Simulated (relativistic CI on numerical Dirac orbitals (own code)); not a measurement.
## Kr III: calculation against measurement

Method of calculation: Dirac-Coulomb-Breit CI, orbitals from a KLI potential per configuration, QED by a radiative potential, valence Slater integrals scaled by 0.85, P86 correlation energy added to each configuration (own radial code, finite nucleus).

Configurations in the expansion (outside the closed core [Ar] 3d10): 4s2 4p4, 4s 4p5, 4s2 4p3 4d, 4p6, 4s2 4p3 4f, 4s2 4p3 5s, 4s 4p4 4d, 4s2 4p3 5p, 4s2 4p3 6s, 4s2 4p3 5d, 4s 4p4 4f, 4s2 4p3 6p, 4s2 4p3 7s, 4s2 4p3 6d, 4s2 4p3 5f, 4s2 4p3 5g, 4s2 4p3 7p, 4s2 4p3 7d, 4s 4p4 5s, 4s2 4p2 4d 4f, 4s 4p4 5p, 4s2 4p2 4d2, 4s2 4p 4d3, 4s2 4p 4d2 4f, 4s2 4p 4d2 5s, 4s 4p2 4d3, 4s2 4p 4d2 5p, 4s2 4p2 4f2, 4s2 4p 4d 4f2, 4s2 4p 4f3, 4s2 4p 4f2 5s, 4s 4p2 4d 4f2, 4s2 4p 4f2 5p, 4s2 4p2 4d 5s, 4s2 4p 4d 4f 5s, 4s2 4p 4d 5s2, 4s 4p2 4d2 5s, 4s2 4p 4d 5s 5p. Double excitations out of closed p, d and f shells are left out; levels of such configurations are missing from the list, as are those of other unlisted configurations, and high levels can miss mixing partners. These lack a partner that the ground configuration has and come out too high: 4s2 4p3 6s, 4s2 4p3 5d, 4s 4p4 4f, 4s2 4p3 6p, 4s2 4p3 7s.

```
Configuration  Term (tabulated)  J  Measured (cm⁻¹)  Computed  Error  Purity (%)
      4s2 4p4                3P  2              0.0         0      0          94
      4s2 4p4                3P  1           4548.4      4439   -109          98
      4s2 4p4                3P  0           5312.9      5115   -198          93
      4s2 4p4                1D  2          14644.3     14827    183          94
      4s2 4p4                1S  0          33079.6     30715  -2364          91
       4s 4p5               3P°  2         115930.9    123598   7667          74
       4s 4p5               3P°  1         119380.2    127000   7620          72
       4s 4p5               3P°  0         121543.0    129122   7579          73
   4s2 4p3 4d               5D°  0         138446.7    144625   6179          97
   4s2 4p3 4d               5D°  1         138471.0    144642   6171          98
   4s2 4p3 4d               5D°  2         138480.6    144639   6158          97
   4s2 4p3 4d               5D°  3         138492.5    144628   6135          97
   4s2 4p3 4d               5D°  4         138649.1    144727   6078          97
   4s2 4p3 5s               5S°  2         145718.9    152201   6482          97
   4s2 4p3 4d               3D°  2         147804.5    155427   7622          84
   4s2 4p3 4d               3D°  3         148735.3    156421   7686          92
   4s2 4p3 4d               3D°  1         149071.9    156795   7723          97
   4s2 4p3 5s               3S°  1         151580.2    158750   7170          95
   4s2 4p3 4d               3F°  2         153563.2    160729   7166          87
   4s2 4p3 4d               1S°  0         154399.7    163891   9491          96
   4s2 4p3 4d               3F°  3         154699.9    161830   7130          90
   4s2 4p3 4d               3F°  4         156082.0    163171   7089          89
   4s2 4p3 4d               3G°  3         159996.4    166999   7003          90
   4s2 4p3 4d               3G°  4         160414.9    167374   6959          83
   4s2 4p3 4d               3G°  5         161108.6    168000   6892          99
   4s2 4p3 4d               1G°  4         162841.0    170535   7694          90
   4s2 4p3 5s               3D°  1         163268.9    170807   7538          74
   4s2 4p3 5s               3D°  2         163635.8    171145   7510          66
   4s2 4p3 5s               3D°  3         165053.5    172731   7677          92
   4s2 4p3 4d               3D°  1         170202.3    177538   7335          79
   4s2 4p3 4d               3P°  0         171995.9    179096   7100          75
   4s2 4p3 4d               3D°  2         172465.5    179668   7202          82
   4s2 4p3 4d               3P°  1         172983.1    179827   6844          72
   4s2 4p3 4d               3D°  3         174451.0    181758   7307          80
   4s2 4p3 4d               3F°  3         174830.7    180876   6045          87
   4s2 4p3 4d               3F°  4         175043.0    181330   6287          86
   4s2 4p3 4d               3F°  2         175211.2    181584   6373          89
   4s2 4p3 5p                5P  1         175543.8    181290   5747          95
   4s2 4p3 5p                5P  2         175778.6    181522   5743          92
   4s2 4p3 5p                5P  3         176520.0    182203   5683          97
   4s2 4p3 4d               3P°  2         176790.8    183708   6917          62
   4s2 4p3 5s             3P° †  0         178243.5    185075   6832          76
   4s2 4p3 5s             3P° †  1         178259.0    184720   6461          57
   4s2 4p3 5p                3P  1         179628.8    185537   5908          92
   4s2 4p3 5p                3P  2         180083.0    185983   5901          92
   4s2 4p3 5p                3P  0         180237.1    186129   5891          98
   4s2 4p3 4d               3S°  1         181263.5    187193   5929          56
   4s2 4p3 5s               1P°  1         182264.9    189179   6914          75
   4s2 4p3 4d               1F°  3         182966.8    192133   9167          65
   4s2 4p3 4d             3D° †  3         184891.8    189957   5065          61
   4s2 4p3 4d             3D° †  2         185688.6    192073   6385          70
   4s2 4p3 4d               3D°  1         188233.2    194253   6019          83
   4s2 4p3 4d               3P°  1         190226.2    199617   9390          66
   4s2 4p3 5p              3F †  2         192701.9    200532   7830          58
   4s2 4p3 5p              3F †  3         193825.1    200504   6679          57
   4s2 4p3 5p                3D  2         193855.4    199314   5459          63
   4s2 4p3 5p                1F  3         194962.8    202297   7334          64
   4s2 4p3 5p                3D  3         195478.0    201681   6203          60
   4s2 4p3 5p                3F  4         195674.5    202479   6804          99
   4s2 4p3 4d               1F°  3         196286.2    202874   6588          83
   4s2 4p3 5p                3P  2         198107.8    204605   6497          89
   4s2 4p3 5p                3P  0         198788.9    205344   6555          92
```

Measured levels from Saloman, J. Phys. Chem. Ref. Data 36, 215 (2007); pairs were made by configuration, J and term (by order where the table uses no LS term), so strongly mixed levels may be paired wrongly.

Mean error by configuration (cm⁻¹): 4s2 4p4 -622; 4s 4p5 7622; 4s2 4p3 4d 7056; 4s2 4p3 5s 7215; 4s2 4p3 5p 6144. Over the excited levels the mean absolute error is 6444 cm⁻¹ (61 of the 69 excited levels that our extract of the source holds in range could be paired, and the others can miss by more), and the median relative error of those above 1,000 cm⁻¹ is 4.3 %. † marks terms whose computed intervals miss the measured ones by more than a factor of 2.5, or configurations far off the rest, from wrong mixing, a near crossing or a doubtful label or measurement; they are left out of the means.
